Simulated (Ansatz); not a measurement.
The cluster B2P2. Total charge 0; singlet. Geometry PBE0-D4/def2-TZVP; atoms count from 1.

Cartesian coordinates in Å:
```
B 0.0388 0.6903 -0.4731
B -0.0389 -0.6902 0.4733
P 1.1559 0.6035 0.9751
P -1.1558 -0.6036 -0.9753
```

The restricted singlet is unstable: a solution with broken spin symmetry lies lower. The geometry of the singlet was relaxed on an unsound state (restricted singlet, unstable towards broken spin symmetry). At PBE0-D4/def2-TZVP a triplet of charge 0 lies 0.87 eV below the restricted singlet, each at its own geometry. The structure comes from a short search, and lower isomers may exist.

Q: Estimate the Mulliken populations from the PBE0/def2-TZVP orbitals of Ansatz.

A: 
| atom | charge (e) |
| --- | --- |
| B1 | 0.02 |
| B2 | 0.02 |
| P3 | -0.02 |
| P4 | -0.02 |
Mulliken values and Mayer orders depend strongly on the basis.

Q: And the Mayer bond orders between bonded heavy atoms (over 0.3)?

A: B1–B2 0.62 (1.68 Å); B1–P3 1.48 (1.83 Å); B1–P4 1.48 (1.83 Å); B2–P3 1.48 (1.83 Å); B2–P4 1.48 (1.83 Å).
